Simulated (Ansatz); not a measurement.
Computed with Ansatz on PBE0-D4/def2-TZVP structures; ΔE is electronic, products minus reactants. CBS: MP2 limit from def2 TZ/QZ plus the TZ coupled-cluster correction, frozen cores. Functionals use def2-TZVPP. B3LYP here is the variant with VWN-RPA as its local correlation; programs differ in this. One conformer a species, not always the lowest.

Reaction (redistribution): `C[S][AlH][CH2]F` + `C[O][AlH][Cl]` → `C[S][AlH][Cl]` + `C[O][AlH][CH2]F`

`C[S][AlH][CH2]F`:

```xyz
11

C    -1.627    0.303   -1.214
S    -1.707    0.879    0.515
Al    0.194    0.359    1.406
C     1.680   -0.560    0.463
F     1.421   -0.883   -0.874
H    -1.779    1.163   -1.866
H    -0.675   -0.166   -1.447
H    -2.434   -0.412   -1.372
H     0.397    0.752    2.925
H     2.587    0.059    0.483
H     1.943   -1.492    0.981
```

`C[O][AlH][Cl]`:

Z-matrix (Å, degrees):
```
C
O 1 1.400
H 1 1.094 2 109.9
H 1 1.096 2 112.3 3 120.6
H 1 1.094 2 109.8 3 -118.7
Al 2 1.672 1 136.5 3 -120.3
Cl 6 2.097 2 118.9 1 -0.0
H 6 1.563 2 119.8 1 180.0
```

`C[S][AlH][Cl]`:

Z-matrix (Å, degrees):
```
C
S 1 1.824
H 1 1.091 2 112.0
H 1 1.089 2 108.6 3 120.5
H 1 1.089 2 108.7 3 -120.5
Al 2 2.158 1 100.1 3 0.2
Cl 6 2.092 2 118.0 1 180.0
H 6 1.574 2 120.9 1 -0.0
```

`C[O][AlH][CH2]F`:

```xyz
11

C     1.782   -0.790    0.317
O     1.139   -0.173   -0.762
Al   -0.356    0.513   -1.095
C    -1.774    0.579    0.288
F    -1.346    0.003    1.492
H     2.684   -0.229    0.582
H     2.088   -1.803    0.037
H     1.141   -0.854    1.202
H    -0.585    1.098   -2.544
H    -2.090    1.608    0.507
H    -2.684    0.050   -0.026
```

**Question.** Is it downhill or uphill in electronic energy at CCSD(T)/CBS, and by how much? (Estimate.)

**Answer.** The calculation gave: Uphill: ΔE = +5.2 kJ/mol.

**Question.** What do these levels give: r2SCAN-D4, B3LYP-D4, ωB97X-V, ωB97M-V, B2PLYP, PBE, HF/def2-TZVPP, CCSD/def2-TZVPP, MP2/def2-QZVPP, SCS-MP2/def2-QZVPP, HF/CBS(def2), MP2/CBS(def2)? (An estimate is asked.)

**Answer.** The calculation gave: r2SCAN-D4 5.8, B3LYP-D4 5.8, ωB97X-V 5.3, ωB97M-V 5.1, B2PLYP 5.4, PBE 4.6, HF/def2-TZVPP 5.7, CCSD/def2-TZVPP 5.7, MP2/def2-QZVPP 4.9, SCS-MP2/def2-QZVPP 4.7, HF/CBS(def2) 5.4, MP2/CBS(def2) 4.7 kJ/mol.

Largest T1 diagnostic among the species: 0.012.
